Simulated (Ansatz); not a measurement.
`[SiH3][SiH2][GeH3]` + `N[Si](F)([SiH3])Cl` → `F[Si]([SiH3])([SiH3])Cl` + `N[SiH2][GeH3]` at 400 K and 1 bar (redistribution).

Program: Ansatz. Geometries: PBE0-D4/def2-TZVP. ΔE: electronic, gas phase. CCSD(T)/CBS adds triple-zeta CCSD(T) − MP2 to the extrapolated MP2 energy (def2 sets, frozen cores). For Ge outer-core shells are correlated without core-valence functions, which leaves a few kJ/mol of doubt a bond. Scalar relativity is left out up to krypton. One conformer a species, not always the lowest.

```tsv
species	CCSD(T)/CBS energy (Eh)	H − E (kJ/mol)	S (J/(mol·K))
`[SiH3][SiH2][GeH3]`	-2659.06477	206.5	405.1
`N[Si](F)([SiH3])Cl`	-1195.59251	186.2	420.5
`F[Si]([SiH3])([SiH3])Cl`	-1430.51902	187.2	452.7
`N[SiH2][GeH3]`	-2424.12162	205.9	373.9
```

H − E and S are ideal-gas, rigid-rotor, harmonic terms from PBE0-D4/def2-TZVP, for one conformer and one mirror image of each species. 1 Eh = 2625.50 kJ/mol, R = 8.31446 J/(mol·K).

By hand: ΔE, ΔH, ΔS and ΔG.

ΔE = (-1430.51902) + (-2424.12162) − (-2659.06477) − (-1195.59251) = 0.01664 Eh = 43.7 kJ/mol. Δ(H − E) = 187.2 + 205.9 − 206.5 − 186.2 = 0.4, so ΔH = 44.1 kJ/mol. ΔS = 452.7 + 373.9 − 405.1 − 420.5 = 1.0 J/(mol·K). ΔG = 44.1 − 400 × (1.0)/1000 = 43.7 kJ/mol.

By hand: the equilibrium constant, and the temperature at which ΔG would vanish if ΔH and ΔS stayed fixed.

log₁₀ K = −ΔG/(RT ln 10) = -5.7. ΔG = 0 at ΔH/ΔS = 44100 K, far beyond where these terms or the molecules hold.

The number of gas molecules stays the same, so ΔS is small and ΔH decides. A doubt of 5 kJ/mol in ΔE shifts log₁₀ K by 0.7 here. Other conformers and mirror images would add mixing entropy, several J/(mol·K) or more a flexible species. These are equilibria of isolated gas molecules and say nothing of rates. Largest T1 diagnostic: 0.013 (customary marks: 0.02 for closed shells, 0.045 for open ones).
